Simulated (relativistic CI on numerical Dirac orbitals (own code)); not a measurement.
Ir11+: sensitivity of the levels to the model

Base calculation: Dirac-Coulomb-Breit CI, separate exchange-only KLI orbitals for each configuration, model QED, unscaled Slater integrals.

Configurations in the expansion (outside the closed core [Kr] 4d10): 4f14 5s2 5p4, 4f13 5s2 5p5, 4f14 5s 5p5, 4f14 5s2 5p3 5d, 4f14 5s 5p4 5d, 4f14 5s2 5p3 5f, 4f13 5s2 5p4 5d, 4f14 5s2 5p3 5g, 4f14 5s2 5p3 6s, 4f14 5p6, 4f13 5p6 5d. Double excitations out of closed p, d and f shells are left out; levels of such configurations are missing from the list, as are those of other unlisted configurations, and high levels can miss mixing partners.

The lowest level and the first level of each name with at least 55 % of one term (blank where a level has no safe partner in the second run):

```csv
Level,Base (cm⁻¹),Shift (cm⁻¹)
4f14 5s2 5p4 3P_2,0,0
4f14 5s2 5p4 3P_1,125582,+561
4f14 5s2 5p4 1D_2,140868,+2727
4f13 5s2 5p5 3F_4,234563,-8703
4f13 5s2 5p5 3G_5,241127,-8888
4f13 5s2 5p5 1D_2,255559,-9969
4f13 5s2 5p5 3F_3,256831,-8713
4f13 5s2 5p5 3D_1,274615,-8739
4f13 5s2 5p5 3D_3,378853,-8743
4f13 5s2 5p5 3G_3,399276,-8847
4f14 5s 5p5 3P°_2,405853,+34820
4f14 5s2 5p3 5d 3D°_1,517294,-11694
4f14 5s 5p5 3P°_0,528671,+43202
4f14 5s2 5p3 5d 3D°_3,568109,-6862
4f14 5s2 5p3 5d 3G°_4,569667,-7087
4f14 5s2 5p3 5d 3G°_5,593031,-5857
4f13 5s2 5p4 5d 5D°_4,649654,-9007
```

At this charge transitions that keep the count of f electrons are usually good to a few per cent. Levels and lines within the n = 5 or 6 shells can be off by up to 10 % or somewhat more, and those that change n by about 2 %, since core polarisation is missing. Levels that differ in their count of f electrons can be misplaced by several ten thousand cm⁻¹, since the correlation energy of f electrons is missing or only estimated; rates across such gaps can be off by orders of magnitude.

(1) One thing was changed in a second run, which moved the levels as shown. Which?
A. one mean potential for all configurations
B. configuration mixing switched off
C. Breit term removed
D. QED terms removed

Answers

(1) B. Configuration mixing switched off. Without mixing, levels that were pushed by configurations of the same parity and J return to their single-configuration places.

LS names give the leading component of a level, which can be under half, so a name can repeat, a term be missing and a line seem to break the LS rules.
